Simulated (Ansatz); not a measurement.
C$_{4}$H$_{10}$Ge, SMILES `C[CH2][Ge][CH2]C`. Total charge 0; spin multiplicity 1.

Cartesian coordinates in Å:
```
C 0.413 -0.530 1.848
C 0.947 -1.125 0.542
Ge -0.644 -1.631 -0.562
C -1.182 0.194 -1.194
C -0.155 1.307 -1.324
H -0.277 -1.212 2.357
H 1.221 -0.316 2.554
H -0.124 0.407 1.677
H 1.541 -2.018 0.752
H 1.593 -0.406 0.030
H -1.730 0.050 -2.131
H -1.963 0.472 -0.466
H 0.630 1.047 -2.041
H -0.608 2.241 -1.670
H 0.338 1.520 -0.373
```

Problem. List the harmonic frequencies (cm⁻¹, unscaled) at PBE0-D4/def2-TZVP in Ansatz. (An estimate is asked.)

Solution. Computed: 49, 87, 138, 162, 198, 236, 298, 481, 534, 570, 712, 911, 920, 949, 980, 996, 1053, 1208, 1219, 1247, 1256, 1396, 1403, 1428, 1452, 1487, 1491, 1497, 1500, 2985, 3027, 3036, 3056, 3064, 3086, 3095, 3100, 3116, 3118.

Problem. Is this a minimum?

Solution. Yes, all 39 modes are real.

Problem. Give the ideal-gas thermochemistry at 298.15 K and 1 bar (rigid rotor, harmonic oscillator; point group C1, symmetry number 1).

Solution. Zero-point energy 338.2 kJ/mol; H(298) − E = 362.4 kJ/mol; entropy 378.0 J/(mol·K), of which translation 169.6, rotation 114.9, vibration 93.5; G(298) − E = 249.8 kJ/mol. Modes under 100 cm⁻¹ are hindered rotations or soft bends, so the harmonic entropy is rough.
